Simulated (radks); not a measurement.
Values are calculated unless marked as measured or tabulated.
Problem. These are the eigenvalues of the occupied orbitals of an atom or ion with whole-number occupations (eV). Level of theory: non-relativistic Kohn-Sham, Slater X-alpha with alpha = 1.014, spin-polarised, spherical densities, point nucleus (a radial shooting solver on a logarithmic mesh with Libxc functionals).

orbital  eigenvalue
1s up     -2845.871
1s down   -2845.015
2s up     -314.2858
2s down   -313.2752
2p up     -256.5730
2p down   -255.3528
3s up      -66.3382
3s down    -60.4353
3p up      -52.3422

Which element is it, and in what charge state? The configuration may be excited. Open shells, if any, are filled with parallel spins first.

Solution. Z = 17, chlorine, charge +3: Cl3+ in [Ne] 3s2 3p2. The list shows which subshells hold electrons but not how many an open one holds; the 1s level, -104.58 hartree, gives Z - s = 14.5 by -(Z - s)^2/2, which with screening narrows Z to a few neighbours, and the depths of the outer levels then fix element, charge and occupations together.
